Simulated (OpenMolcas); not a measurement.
Cr2+.

```json
{
 "Program": "OpenMolcas",
 "Method": "CASSCF",
 "Basis": "ANO-RCC-VTZP [6s5p3d2f1g]",
 "Scalar Hamiltonian": "DKH2, point nucleus",
 "Active space": "4 electrons in 5 orbitals (3d)",
 "State averaging": "2S+1 = 5 even, 5 roots; 2S+1 = 3 even, 45 roots; 2S+1 = 1 even, 50 roots",
 "Spin-orbit coupling": "state interaction with AMFI integrals over the reference wave functions, term energies averaged over their components"
}
```

Levels without dynamic correlation, in cm-1 above 3d4 5D0:

```tsv
Level	E
3d4 3H4	20113
3d4 3P0(1)	21815
3d4 3F2(1)	23108
3d4 3G3	25343
```

On this reference, MS-CASPT2, IPEA 0.25 Eh, imaginary shift 0.1 Eh (closed shells correlated: 3s 3p) puts 3d4 3H4 at 17530 cm-1.

Estimate the other levels at that method by one scale factor, and say how well it serves.

The factor is 17530 / 20113 = 0.872. Scaled values beside those that MS-CASPT2 gives and measured ones (Sugar and Corliss, J. Phys. Chem. Ref. Data 6, 317 (1977)):
```json
{"Level": "3d4 3P0(1)", "Scaled": "19023", "MS-CASPT2": "16780", "Miss (%)": "+13.4", "Measured": "16771"}
{"Level": "3d4 3F2(1)", "Scaled": "20150", "MS-CASPT2": "18690", "Miss (%)": "+7.8", "Measured": "18452"}
{"Level": "3d4 3G3", "Scaled": "22099", "MS-CASPT2": "21210", "Miss (%)": "+4.2", "Measured": "20704"}
```
For these levels the scaled values miss MS-CASPT2 by up to 13.4 %, as correlation changes each term by its own factor, spin-orbit parts do not scale and CASPT2 has its own spread within terms. This holds within one configuration; levels of others move differently, and the target method has errors of its own against measurement.

Term energies are means over components that CASPT2 splits; among the terms shown or strongly mixed into the levels shown the widest spread is 420 cm-1 (3d4 3H, MS-CASPT2). Without dynamic correlation excited terms often stand tens of per cent too high (terms of higher spin than the ground term too low), and those without a measured partner can miss by more than the paired ones (holds for CASSCF). The CASPT2 spread within a term exceeds the gap to the next term for 3d4 3P(1) and 3d4 3H, so the order of their levels is uncertain (holds for MS-CASPT2). Computed and measured levels are paired by configuration, term and J; levels that our copy of the source lacks, or whose pairing is in doubt (as where it misses far off the trend of its configuration), stay unpaired and out of the deviations. Levels of configurations outside the active space are missing.

A number in round brackets counts repeated terms of one configuration in the order of the reference energies.
